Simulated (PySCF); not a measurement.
## Orbital picture of PrH

UHF at R = 2.128 Å; basis Pr x2c-SVPall, H x2c-SVPall; spin-free X2C with a Gaussian nucleus; PySCF 2.14. State: quintet, about 2.8 electrons in the 4f shell (Mulliken), real f orbitals that mix terms. Only the outer orbitals are listed, counted within each symmetry.

```tsv
spin	orbital	occ.	ε (eV)	on Pr (%)	main shells (%)
α	6π	1	-27.92	100	100 Pr p
α	6π	1	-27.87	100	100 Pr p
α	11σ	1	-27.83	99	99 Pr p
α	12σ	1	-10.85	95	94 Pr f
α	1φ	1	-10.82	100	100 Pr f
α	13σ	1	-8.79	41	59 H s, 18 Pr d, 11 Pr s
α	3δ	1	-7.91	100	77 Pr f, 23 Pr d
α	14σ	1	-4.74	99	75 Pr s, 12 Pr d, 12 Pr p
α	7π	0	1.19	100	75 Pr p, 25 Pr d
α	7π	0	1.19	100	73 Pr p, 27 Pr d
α	15σ	0	1.57	99	51 Pr p, 47 Pr d
β	10σ	1	-47.74	100	100 Pr s
β	11σ	1	-26.12	99	98 Pr p
β	6π	1	-25.97	100	100 Pr p
β	6π	1	-25.89	100	100 Pr p
β	12σ	1	-8.68	34	66 H s, 14 Pr d, 11 Pr s
β	13σ	0	0.42	99	85 Pr s
β	14σ	0	2.47	99	56 Pr d, 43 Pr p
β	3δ	0	2.49	100	97 Pr d
```

Q: Which are the highest filled and the lowest empty level, where do they sit, and how wide is the gap?

A: Highest filled α 14σ at -4.74 eV (in %: 75 Pr s, 12 Pr d, 12 Pr p); lowest empty β 13σ at 0.42 eV (in %: 85 Pr s); the gap at UHF is 5.16 eV. An empty level above zero is unbound, and its energy depends on the basis.

| Item | Value |
| --- | --- |
| bond order (Mayer) | 0.88 |
| ⟨S²⟩ | 6.006 |
| charge on Pr (Mulliken, basis-dependent) | 0.34 |
| charge on Pr (Löwdin, basis-dependent) | 0.26 |
| dipole moment (positive dipole means Pr(−)H(+)) | -3.51 D |

Spin–orbit coupling is left out. The state is the lowest single determinant that the PBE0 search found; with open d or f shells the true ground state can be another one.
